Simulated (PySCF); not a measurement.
**How methods differ on the excitation energy of F⁺**

F⁺ [He] 2s2 2p4 (3P) → F⁺ [He] 2s2 2p3 3s1 (5S), as a difference of total energies. Computed with PySCF 2.14 in aug-cc-pwCVQZ, with the non-relativistic Hamiltonian (point nucleus). Correlated levels: valence: 1s2 frozen; valence and next inner shell: nothing frozen. The calculations carry no spin-orbit coupling.

```tsv
method	excitation energy (cm⁻¹)
UHF	167000
LDA	177690
PBE	178900
PBE0	178290
r2SCAN	179010
PW91	179600
BHandHLYP	178910
TPSSh	180740
MP2 (valence)	175880
SCS-MP2 (valence)	177580
MP2 (valence and next inner shell)	176140
SCS-MP2 (valence and next inner shell)	177710
```

Errors of the correlated levels include the incompleteness of this basis and the frozen core.

The promoted electron is Rydberg-like, and one or two diffuse shells describe it only roughly, which tends to raise the upper state.

For comparison: 176330 cm⁻¹ (measured; NIST levels, between the centres of gravity of the two terms).
